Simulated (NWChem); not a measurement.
MoH6; SMILES [MoH6]

def2 effective core potentials on Mo; no spin-orbit coupling.

Task: Give the equilibrium geometry at PBE0/def2-SVP with def2 effective core potentials on Mo (NWChem) as a list of bonds and angles, with the point group.

Result: point group Oh; any orientation.
Bond lengths (Å): Mo1–H2 1.808, Mo1–H3 1.808, Mo1–H4 1.808, Mo1–H5 1.808, Mo1–H6 1.808, Mo1–H7 1.808. Bond angles (°): H2–Mo1–H3 90.0, H2–Mo1–H4 90.0, H2–Mo1–H5 90.0, H2–Mo1–H6 90.0, H2–Mo1–H7 180.0, H3–Mo1–H4 180.0, H3–Mo1–H5 90.0, H3–Mo1–H6 90.0, H3–Mo1–H7 90.0, H4–Mo1–H5 90.0, H4–Mo1–H6 90.0, H4–Mo1–H7 90.0, H5–Mo1–H6 180.0, H5–Mo1–H7 90.0, H6–Mo1–H7 90.0.
